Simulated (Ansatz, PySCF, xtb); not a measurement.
Process, species as SMILES: CC(C)(F)[SiH3] [2-fluoropropan-2-ylsilane] + 3 C (CH4) → 2 CC (C2H6) [ethane] + CF (CH3F) [fluoromethane] + C[SiH3]
Each molecule is optimised on its own at B3LYP-D3(BJ)/def2-TZVP (Ansatz, a quantum-chemistry and plane-wave program). Frequencies are from Ansatz or PySCF.

Property: bond separation energy (0 K, with B3LYP-D3(BJ) harmonic zero-point energies), in kcal/mol. Correlated levels leave the core frozen unless marked. Spin-orbit coupling is left out. Non-relativistic. CBS marks a two-point X^-3 extrapolation of the correlation energy; Hartree-Fock from the larger set. [CCSD(T)-MP2]/basis is that difference in the basis named.

```tsv
level	program	bond separation energy (kcal/mol)
GFN1-xTB	xtb	…
revPBE-D3(BJ)/def2-TZVPD	Ansatz + dftd3	10.8
revPBE/def2-TZVPD	Ansatz	7.7
PBE0/def2-SVP	Ansatz	9.9
PBE0-D4/def2-TZVP	Ansatz + dftd4	10.3
PBE0/def2-TZVPD	Ansatz	…
BHLYP-D3(BJ)/def2-TZVPD	Ansatz + dftd3	…
r2SCANh/def2-TZVPD	Ansatz	…
LC-wPBE-D3(BJ)/def2-TZVPD	Ansatz + dftd3	10.5
PBE-QIDH/def2-TZVPD	Ansatz	9.6
CCSD/aug-cc-pV(T+d)Z	Ansatz	10.3
CCSD/cc-pwCVTZ	Ansatz	9.9
RI-MP2/CBS(cc-pV(T+d)Z,cc-pV(Q+d)Z)+[CCSD(T)-MP2]/cc-pV(T+d)Z	Ansatz	11.3
```

Task: Complete the blanks.

Result: 
- GFN1-xTB, bond separation energy (kcal/mol): 8.9
- PBE0/def2-TZVPD, bond separation energy (kcal/mol): 8.4
- BHLYP-D3(BJ)/def2-TZVPD, bond separation energy (kcal/mol): 9.7
- r2SCANh/def2-TZVPD, bond separation energy (kcal/mol): 11.1
